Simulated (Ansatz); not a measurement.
Frontier orbitals of `[SiH3]BBr`.

Cartesian coordinates in Å:
```
Si -0.678 0.449 0.336
B 0.726 -0.792 -0.403
Br 2.374 -0.044 -0.986
H -1.012 1.475 -0.691
H -0.125 1.147 1.529
H -1.924 -0.261 0.730
H 0.639 -1.975 -0.515
```

Charge 0, multiplicity 1. Correlated methods include outer-core shells of Br, which these sets cover unevenly. Scalar relativity is left out up to krypton. Geometry: relaxed with PBE0-D4/def2-TZVP. Basis def2-TZVPP, Ansatz.

```csv
functional,HOMO (eV),LUMO (eV),gap (eV)
PBE,-6.62,-3.40,3.22
revPBE,-6.58,-3.30,3.28
BLYP,-6.49,-3.20,3.29
PBE0,-7.83,-2.49,5.34
r2SCANh,-7.33,-2.83,4.50
CAM-B3LYP,-9.15,-1.34,7.81
ωB97X-V,-10.15,-0.30,9.85
ωB97M-V,-9.99,-0.50,9.49
HF,-10.65,1.03,11.68
```

From PBE to PBE0 the HOMO moves by −1.21 eV and the LUMO by +0.91 eV, and with ωB97M-V by −3.36 and +2.89 eV, so the gap grows from 3.23 to 9.48 eV with exact exchange.
